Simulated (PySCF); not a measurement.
SrCl, SMILES [Sr+][Cl], charge +1.

Coordinates come from a r2SCAN-D4/def2-TZVPD optimisation. The spin state was assumed, not searched. The def2 effective core potentials stand for the cores of Sr; spin–orbit coupling is left out.

Level of theory: HF/def2-TZVPD (PySCF).

Isolated molecule, no solvent.

```json
{
  "total_energy": "-489.76200 hartree",
  "point_group": "C∞v",
  "highest_occupied_level": "-15.36 eV",
  "lowest_empty_level": "-5.02 eV",
  "orbital_gap": "10.33 eV",
  "dipole_moment_about_the_centre_of_nuclear_charge": "10.55 D",
  "mean_static_polarisability": "29.6 bohr³ (4.38 Å³)",
  "polarisability_principal_values": "24.7, 24.7, 39.3 bohr³"
}
```
